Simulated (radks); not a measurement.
Fractional charge and spin in the 4s shell of iron: the spin-up occupation runs from 0 to 1 and the spin-down occupation from 0 to 1; the fullest corner is Fe, [Ar] 3d(up 3, down 3) 4s(up 1, down 1). Method: non-relativistic Kohn-Sham, r2SCAN, spin-polarised, spherical densities, point nucleus; meta-GGA in the generalised Kohn-Sham scheme; computed with a radial shooting solver on a logarithmic mesh with Libxc functionals. Energy (eV) minus the two flat planes that join the four corners (they meet along the diagonal where the two added fractions sum to one electron); zero is where a piecewise linear energy would lie.

\begin{tabular}{lrrrrr}
down \ up & 0 & 0.25 & 0.5 & 0.75 & 1 \\ \hline
0 & 0.000 & -0.568 & -0.765 & -0.579 & 0.000 \\
0.25 & -0.568 & -0.611 & -0.287 & 0.405 & -0.504 \\
0.5 & -0.765 & -0.287 & 0.544 & -0.253 & -0.675 \\
0.75 & -0.579 & 0.405 & -0.253 & -0.563 & -0.511 \\
1 & 0.000 & -0.504 & -0.675 & -0.511 & 0.000 \\
\end{tabular}

Corners above the fullest one (they belong to Fe+ and the next ion): (up 1, down 0) 8.157 eV, (up 0, down 1) 8.157 eV, (up 0, down 0) 24.255 eV. With half an added electron in each spin the energy lies 0.544 eV from the planes, and with half an added electron in spin up alone -0.765 eV. The planes are only a guide here: the flat-plane condition holds for ground states with one frontier orbital, while other shells are open and held unpolarised.
